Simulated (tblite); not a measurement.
Compound: C₅H₃O₂P.
Structure used (GFN2-xTB), in Å, numbered top down from 1:
```xyz
11
C5H3O2P angstrom
O      3.422    0.776    0.462
C      2.635   -0.066    0.597
P      1.673   -1.380    0.835
C      0.106   -0.558    0.445
C     -0.156    0.787    0.052
C     -1.500    0.865   -0.114
O     -2.087   -0.315    0.143
C     -1.116   -1.174    0.480
H      0.562    1.570   -0.084
H     -2.136    1.679   -0.403
H     -1.397   -2.180    0.723
```

Method: GFN2-xTB as coded in tblite; computed harmonic values from a numerical Hessian at the method's own geometry, unscaled. Errors from tens to a few hundred cm⁻¹ against measured bands are possible. One conformer, not necessarily the lowest.

**Question.** How many normal modes are there?

**Answer.** 11 atoms, non-linear: 3N − 6 = 27.

**Question.** What is the point group of the computed structure, and how do the modes divide by symmetry?

**Answer.** Cs. The vibrations span 19 a′ + 8 a″.

**Question.** How many distinct wavenumbers does the calculation give?

**Answer.** 27: Cs has no degenerate species.

**Question.** How many fundamentals are allowed in the infrared by symmetry?

**Answer.** 27 of 27: in Cs every mode is allowed. All fundamentals are allowed in the Raman spectrum.

**Question.** Zero-point energy?

**Answer.** Half the sum of the wavenumbers, 14788 cm⁻¹, or 1.833 eV from 27 modes, 0.719 eV of it from above 1550 cm⁻¹.

The run took 0.23 s on one thread, Intel Xeon 6975P-C (x86_64), on a shared host. The figure is for the frequency step alone.
